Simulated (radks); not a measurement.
The nuclear charge of the terbium ion Tb+ is varied continuously with 64 electrons held in [Xe] 4f9 6s1. Calculated with a radial shooting solver on a logarithmic mesh with Libxc functionals: Dirac Kohn-Sham, PBE, spin-unpolarised, spherical densities, point nucleus; open shells are shared between the two j in proportion to 2j + 1. By the Hellmann-Feynman theorem dE/dZ = E(electron-nucleus)/Z, the electronic potential at the nucleus.

Z,E (hartree),E(electron-nucleus)/Z (hartree),HOMO,e(HOMO) (eV),<r> HOMO (bohr)
64.2,-11367.0095,-435.431,4f7/2,-0.191,1.234
64.3,-11410.6048,-436.472,4f7/2,-0.704,1.074
64.4,-11454.3036,-437.501,4f7/2,-1.581,1.029
64.5,-11498.1050,-438.526,4f7/2,-2.613,0.9991
64.6,-11542.0088,-439.549,4f7/2,-3.752,0.9761
64.7,-11586.0147,-440.570,4f7/2,-4.974,0.9570
64.8,-11630.1227,-441.589,4f7/2,-6.265,0.9403
64.9,-11674.3325,-442.608,4f7/2,-7.618,0.9255
65,-11718.6443,-443.627,6s1/2,-8.737,3.764
65.1,-11763.0579,-444.645,6s1/2,-9.450,3.701
65.2,-11807.5733,-445.663,6s1/2,-10.180,3.640
65.3,-11852.1904,-446.680,6s1/2,-10.926,3.583
65.4,-11896.9094,-447.698,6s1/2,-11.689,3.528
65.5,-11941.7301,-448.716,6s1/2,-12.468,3.475
65.6,-11986.6526,-449.734,6s1/2,-13.262,3.425
65.7,-12031.6769,-450.752,6s1/2,-14.070,3.377
65.8,-12076.8030,-451.770,6s1/2,-14.893,3.332
65.9,-12122.0309,-452.789,6s1/2,-15.731,3.288
66,-12167.3608,-453.808,6s1/2,-16.582,3.245

The central difference of E at Z = 65 is -443.627 hartree, to compare with the third column; the second derivative is -10.2 hartree. No converged solution with all levels bound was reached at Z = 64, 64.1.
